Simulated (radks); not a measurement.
These are the eigenvalues of the occupied orbitals of an atom or ion with whole-number occupations (eV). All-electron calculation, non-relativistic Kohn-Sham, LDA (Slater exchange, VWN5 correlation), spin-unpolarised, spherical densities, point nucleus. Program: a radial shooting solver on a logarithmic mesh with Libxc functionals.

orbital  eigenvalue
1s          -6.3531

Which element is it, and in what charge state? The configuration may be excited.

Answer. Z = 1, hydrogen, charge 0: H in 1s1. The 1s level, -0.23347 hartree, gives Z - s = 0.7 by -(Z - s)^2/2, which with screening narrows Z to a few neighbours, and the depths must fix Z and the occupations together.
